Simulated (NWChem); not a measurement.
System: SrH$_{2}$SO; SMILES [OH][Sr][SH]

The following NWChem deck was run.

```
start job
memory heap 200 mb stack 900 mb global 1100 mb
geometry units angstroms noautoz
  Sr    -0.189685    -0.367210     0.016957
  O      0.861768    -2.224591    -0.014380
  H      1.462169    -2.971300    -0.021165
  S      0.286476     2.368250     0.015003
  H     -1.031383     2.680913     0.054064
end
basis spherical
  * library def2-svpd
end
ecp
  Sr library def2-ecp
end
dft
  xc xpbe96 cpbe96
  iterations 150
end
tddft
  cis
  nroots 6
  notriplet
end
task tddft energy
```

Excerpt of the output:

```
             Northwest Computational Chemistry Package (NWChem) 7.3.0
             --------------------------------------------------------

 C1  symmetry detected

                             Geometry "geometry" -> ""
                             -------------------------

 Output coordinates in angstroms (scale by  1.889725989 to convert to a.u.)

  No.       Tag          Charge          X              Y              Z
 ---- ---------------- ---------- -------------- -------------- --------------
    1 Sr                  38.0000    -0.28089932    -0.44798952    -0.00019102
    2 O                    8.0000     0.69754513    -2.34510467    -0.00059426
    3 H                    1.0000     1.26827557    -3.11469691     0.00921824
    4 S                   16.0000     0.30180652     2.26677169    -0.00025418
    5 H                    1.0000    -1.00336664     2.63078905     0.00686160

 Effective nuclear repulsion energy (a.u.)     231.8578423366

 Summary of "ao basis" -> "ao basis" (spherical)
 ------------------------------------------------------------------------------
       Tag                 Description            Shells   Functions and Types
 ---------------- ------------------------------  ------  ---------------------
 Sr                        def2-svpd                10       26   4s4p2d
 O                         def2-svpd                 9       23   4s3p2d
 H                         def2-svpd                 4        8   2s2p
 S                         def2-svpd                11       27   5s4p2d

            General Information
            -------------------
          SCF calculation type: DFT
          Wavefunction type:  closed shell.
          No. of atoms     :     5
          No. of electrons :    36
           Alpha electrons :    18
            Beta electrons :    18
          Charge           :     0
          Spin multiplicity:     1
          Use of symmetry is: off; symmetry adaption is: off
          Maximum number of iterations: 150
          AO basis - number of functions:    92
                     number of shells:    38
          Convergence on energy requested:  1.00D-06
          Convergence on density requested:  1.00D-05
          Convergence on gradient requested:  5.00D-04

              XC Information
              --------------
          PerdewBurkeErnzerhof Exchange Functional  1.000
            Perdew 1991 LDA Correlation Functional  1.000 local
           PerdewBurkeErnz. Correlation Functional  1.000 non-local

[...]

                                NWChem TDDFT Module
                                -------------------

            General Information
            -------------------
           No. of orbitals :     184
            Alpha orbitals :      92
             Beta orbitals :      92
        Alpha frozen cores :       0
         Beta frozen cores :       0
     Alpha frozen virtuals :       0
      Beta frozen virtuals :       0
         Spin multiplicity :       1
    Number of AO functions :      92
        Use of symmetry is : off
      Symmetry adaption is : off
         Schwarz screening :  0.10D-07

              XC Information
              --------------
   PerdewBurkeErnzerhof Exchange Functional   1.00
     Perdew 1991 LDA Correlation Functional   1.00 local
    PerdewBurkeErnz. Correlation Functional   1.00 non-local

             TDDFT Information
             -----------------
          Calculation type : Tamm-Dancoff TDDFT
         Wavefunction type : Restricted singlets
          No. of electrons :      36
           Alpha electrons :      18
            Beta electrons :      18
              No. of roots :       6
          Max subspacesize :    5200
            Max iterations :     100
               Target root :       1
           Target symmetry : none
      Symmetry restriction : off
                 Algorithm : Optimal
        Davidson threshold :  0.10D-03

    6 smallest eigenvalue differences (eV)
--------------------------------------------------------
  No. Spin  Occ  Vir  Irrep   E(Occ)    E(Vir)   E(Diff)
--------------------------------------------------------
    1    1   18   19 a        -0.181    -0.087     2.535
    2    1   17   19 a        -0.194    -0.087     2.889
    3    1   16   19 a        -0.225    -0.087     3.739
    4    1   15   19 a        -0.225    -0.087     3.739
    5    1   18   20 a        -0.181    -0.032     4.030
    6    1   18   21 a        -0.181    -0.031     4.062
--------------------------------------------------------

  Entering Davidson iterations
  Restricted singlet excited states

  Iter   NTrls   NConv    DeltaV     DeltaE      Time
  ----  ------  ------  ---------  ---------  ---------
    1      6       0     0.53E-01   0.10+100        4.9
    2     12       0     0.10E-01   0.44E-02        5.1
    3     18       1     0.20E-02   0.11E-03        5.3
    4     23       3     0.24E-03   0.50E-05        4.8
    5     26       6     0.45E-04   0.60E-07        4.0
  ----  ------  ------  ---------  ---------  ---------
  Convergence criterion met

  Ground state a        -504.998228993544 a.u.

  ----------------------------------------------------------------------------
  Root   1 singlet a              0.093818525 a.u.                2.5529 eV
  ----------------------------------------------------------------------------
     Transition Moments    X  0.00628   Y  0.00617   Z  0.50932
     Dipole Oscillator Strength                    0.0162295480
     Electric Quadrupole                           0.0000000059
     Magnetic Dipole                               0.0000000999
     Total Oscillator Strength                     0.0162296538

[...]
```

Level: PBE/def2-SVPD with def2 effective core potentials on Sr, TDA. Structure relaxed at the PBE0/def2-SVP level. No frequency run checked for a minimum. def2 effective core potentials on Sr; no spin-orbit coupling.
